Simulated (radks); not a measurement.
Values are calculated unless marked as measured or tabulated.
Spherical quantum dot in the effective-mass picture: electrons in a hard-walled sphere of radius 3.26, with a point charge +1 (a donor) at the centre, all in effective atomic units (hartree* = m*/eps^2 hartree, bohr* = eps/m* bohr), one dielectric constant everywhere. Level of theory: non-relativistic Kohn-Sham, LDA (Slater exchange, Perdew-Wang correlation), spin-polarised, spherical densities (a radial shooting solver with Libxc functionals). Levels are named by radial order and angular momentum (1s, 1p, 1d, 2s, ...), and open shells are averaged over m.

N = 3, configuration 1s2 1p(up 1, down 0). This is the lowest configuration that the search found. Occupied and some empty levels:

| level | occupation | eigenvalue (hartree*) | <r> (bohr*) |
|---|---|---|---|
| 1s up | 1 | 0.89008 | 1.445 |
| 1s down | 1 | 0.93534 | 1.426 |
| 1p up | 1 | 1.4843 | 1.925 |
| 1p down | 0 | 1.5425 | 1.924 |
| 2s up | 0 | 2.0757 | 1.609 |
| 1d up | 0 | 2.0989 | 2.119 |
| 2s down | 0 | 2.1128 | 1.622 |
| 1d down | 0 | 2.1582 | 2.120 |
| 1f up | 0 | 2.8280 | 2.244 |
| 1f down | 0 | 2.8861 | 2.246 |

Energy (hartree*): total 1.09862, kinetic 2.0333, external -2.4635, Hartree 2.5135, exchange-correlation -0.98467.

Electron density:

| r (bohr*) | n(r) (e/bohr*^3) |
|---|---|
| 0.151 | 0.3640 |
| 0.396 | 0.2327 |
| 0.641 | 0.1569 |
| 0.886 | 0.1119 |
| 1.13 | 0.08381 |
| 1.38 | 0.06444 |
| 1.62 | 0.04959 |
| 1.87 | 0.03695 |
| 2.11 | 0.02571 |
| 2.36 | 0.01594 |
| 2.60 | 0.008244 |
| 2.85 | 0.003046 |
| 3.09 | 0.0004526 |
